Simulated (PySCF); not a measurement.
C6H6ClF2 (doublet state).
Geometry (GFN2-xTB, Å), atoms numbered from 1 in this order:
```xyz
15
C6H6ClF2 angstrom
F     -3.087   -0.006    0.461
C     -1.830   -0.467    0.315
C     -1.038   -0.305   -0.947
C      0.148    0.029   -0.043
C     -0.702   -0.072    1.220
C      1.252    1.015   -0.322
C      1.547   -0.448   -0.214
F      1.866   -1.119   -1.350
Cl     2.450   -1.077    1.150
H     -1.368    0.509   -1.598
H     -0.913   -1.202   -1.554
H     -0.849    0.868    1.758
H     -0.372   -0.830    1.932
H      1.586    1.658    0.478
H      1.307    1.454   -1.307
```

The species is `F[C]1CC2(C1)C[C@@]2(F)Cl` [radical].

Computed with PySCF 2.14.0, UKS B3LYP, pcH-1 on C Cl F H, non-relativistic, mean-field spin-orbit, GIAO. Geometry: GFN2-xTB; no solvent, vibrations or thermal averaging. The geometry wasn't refined by DFT: couplings that depend on bond lengths, twists or pyramidal angles can differ widely from those at the functional's own minimum. No stability test was run, so a lower SCF solution isn't excluded.

(1) What is the g tensor, term by term?

(2) At 9.625 GHz, how far is the centre of the isotropic spectrum from where a free electron (g = 2.002319) resonates?

(3) What are the electron Larmor frequencies g μB B/h along the three axes at 350 mT?

(4) In a frozen sample, at which fields do the three g values resonate at 9.5, 34, 94 and 263 GHz (hyperfine left aside), and which band first spreads them over more than twice a line width of 1.0 mT?

Answers

(1) 
| Δg (ppm) | 1 | 2 | 3 |
| --- | --- | --- | --- |
| relativistic mass correction | -199 | -199 | -199 |
| gauge correction | 15 | 14 | 10 |
| orbital Zeeman/spin–orbit | -113 | 2016 | 2768 |
| total | -297 | 1830 | 2578 |

So g = 2.00202, 2.00415, 2.00490 and g_iso = 2.00369; the tensor is rhombic: the two nearest values differ by 26 % of g3 − g1. Axes: g2 points within 7° of the F1–C2 bond.

(2) B = hν/(g μB) with μB/h = 13.99624 MHz/mT gives 343.44 mT for the free electron and 343.21 mT at g_iso, 0.23 mT lower.

(3) 9.8073, 9.8177, 9.8214 GHz for g1, g2 and g3, a range of 14.1 MHz.

(4) 
```
band    GHz  B(g3) mT  B(g2) mT  B(g1) mT  spread mT
   X    9.5    338.55    338.67    339.03       0.49
   Q   34.0   1211.64   1212.10   1213.38       1.74
   W   94.0   3349.84   3351.09   3354.65       4.81
   J  263.0   9372.43   9375.92   9385.89      13.46
```

The spread grows in proportion to the frequency. W band is the first where it exceeds 2.0 mT.

The largest Mulliken spin populations are on C2 (+0.87) and F1 (+0.06). C2 is the only atom above +0.15. The angles at C2 add up to 341.1°, so it is pyramidal.

The HOMO–LUMO gaps are 5.98 eV among the α and 6.10 eV among the β orbitals.
